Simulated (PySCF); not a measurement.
# `C[SiH2][O][Ge@@H]([CH3])[Cl]` in a uniform electric field

Species: C2H9ClGeOSi.
Numbering: `[CH3:1][SiH2:2][O:3][Ge@@H:4]([CH3:5])[Cl:6]` (hydrogens: H7, H8, H9 on C1; H10, H11 on Si2; H12 on Ge4; H13, H14, H15 on C5)

Structure used (PBE0-D3(BJ)/def2-SVP), in Å, numbered top down from 1:
```
atom  x, y, z in Å
C1     2.663    0.397    0.129
Si2    1.234   -0.579    0.828
O3     0.088   -0.901   -0.345
Ge4   -1.219    0.032   -1.070
C5    -2.802   -0.063    0.031
Cl6   -0.563    2.107   -1.098
H7     3.139   -0.146   -0.702
H8     2.307    1.367   -0.251
H9     3.424    0.582    0.903
H10    0.596    0.175    1.956
H11    1.694   -1.903    1.343
H12   -1.353   -0.431   -2.525
H13   -3.598    0.563   -0.394
H14   -2.561    0.300    1.040
H15   -3.151   -1.104    0.096
```

Level: PBE0/def2-SVPD (PySCF); nuclei fixed, core orbitals frozen in the response. Permanent dipole (-1.288, -0.878, 0.073) D (1 au = 2.5417 D). Static polarisability (au):

```
x   105.07   2.24   1.57
y     2.24  94.41  -5.02
z     1.57  -5.02  89.55
```

Only the terms in μ and α are kept: μ(F) = μ + αF and ΔE = −μ·F − ½ F·αF.

Apply 0.002 au along ±x, ±y and ±z in turn. Tabulate induced and total dipoles and both energy terms.

```csv
field along,induced x (D),induced y (D),induced z (D),total size (D),−μ·F (kJ/mol),−½F·αF (kJ/mol)
+x,0.534,0.011,0.008,1.151,+2.661,-0.552
−x,-0.534,-0.011,-0.008,2.029,-2.661,-0.552
+y,0.011,0.480,-0.026,1.338,+1.814,-0.496
−y,-0.011,-0.480,0.026,1.882,-1.814,-0.496
+z,0.008,-0.026,0.455,1.653,-0.151,-0.470
−z,-0.008,0.026,-0.455,1.598,+0.151,-0.470
```

For the field (0.0018, -0.0008, -0.0012) au, what is the induced dipole, and what angle does it make with the field?

αF = (0.471, -0.166, -0.256) D, at 5.8° to the field. The polarisability along this direction, F·αF/F², is 95.29 au, against a mean of 96.34 au.

Which field along μ doubles the dipole in that direction (linear response)?

The polarisability along the dipole is 103.88 au, so F = 0.6139 au / 103.88 au = 0.0059 au = 0.30 V/Å; higher-order terms are ignored.

What field makes μF equal to kT at 400 K?

kT = 1.2667 × 10⁻³ Eh, so F = 0.00206 au = 10.6 MV/cm.

A unit point charge sits 20 Å away. Estimate the induction energy −αe²/2R⁴ with the mean polarisability, treating the molecule as a point.

R = 37.79 bohr, so the energy is −96.3/(2 × 37.79⁴) Eh = -0.062 kJ/mol. The charge–dipole term at its most favourable orientation, −μe/R², is -1.13 kJ/mol.

Isolated species at its PBE0-D3(BJ)/def2-SVP geometry (one conformer only). The calculation is non-relativistic, for germanium too.
